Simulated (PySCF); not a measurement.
CdMe(CCH), C3H4Cd (singlet state).
SMILES: `C#[C][Cd][CH3]`

Level of theory: TDDFT B3LYP/def2-SVPD, vertical, gas phase, core orbitals frozen in the response, def2 core potentials past Kr (PySCF 2.14.0, density-fitted response routines). Geometry: PBE0-D3(BJ)/def2-SVP; no solvent, vibrations or thermal averaging. Spin–orbit coupling is left out.

Orbital energies (eV): HOMO-3 -9.84, HOMO-2 -7.79, HOMO-1 -7.39, HOMO -7.39, LUMO -0.83, LUMO+1 -0.83, LUMO+2 -0.20.

Lowest singlets, with some entries withheld (?). The highest level found (7.52 eV, f 0.0001 so far) is left out, since the window may have cut off a degenerate partner. Orbitals of the list HOMO-3 to LUMO+2 that lie within 0.01 eV of each other are written together with a slash and their weights summed (≥ marks a lower bound); for degenerate orbitals outside that list single weights are arbitrary.

| state | λ (nm) | f | main configurations (H = HOMO, L = LUMO) |
| --- | --- | --- | --- |
| S1 | 232.4 | 0.0000 | ? |
| S2 | ? | ? | H-1/H→L/L+1 (≥96%) |
| S3 | ? | ? | H-1/H→L/L+1 (≥96%) |
| S4 | 205.7 | ? | H-2→L/L+1 (≥95%) |
| S5 | 205.7 | ? | H-2→L/L+1 (≥95%) |
| S6 | 194.7 | ? | H-1/H→L+2 (≥92%) |
| S7 | 194.7 | ? | H-1/H→L+2 (≥95%) |
| S8 | 194.6 | 0.156 | H-1/H→L/L+1 (≥74%) |
| S9 | ? | 0.467 | H-2→L+2 (90%) |

Problem. Fill in the withheld entries.

Solution. 
- S1: H-1/H→L/L+1 (≥82%)
- S2: λ = 228.8 nm; f = 0.0000
- S3: λ = 228.8 nm; f = 0.0000
- S4: f = 0.023
- S5: f = 0.023
- S6: f = 0.019
- S7: f = 0.015
- S9: λ = 178.3 nm

Problem. What is the vertical ionisation energy by ΔSCF at this level?

Solution. 10.04 eV; −ε(HOMO) is 7.39 eV.

Problem. Where do the lowest triplets lie (Tamm–Dancoff)?

Solution. T1 4.66 eV, H-1/H→L/L+1 (≥67%); T2 4.96 eV, H-1/H→L/L+1 (≥81%); T3 4.96 eV, H-1/H→L/L+1 (≥81%). E(S1) − E(T1) = +0.68 eV.

Problem. How far apart are S2 and S4, in eV and cm⁻¹?

Solution. 6.027 − 5.420 = 0.607 eV, or about 4900 cm⁻¹.

Time: 28 s of wall time. Hardware: Arm Neoverse V1, one thread (shared host).
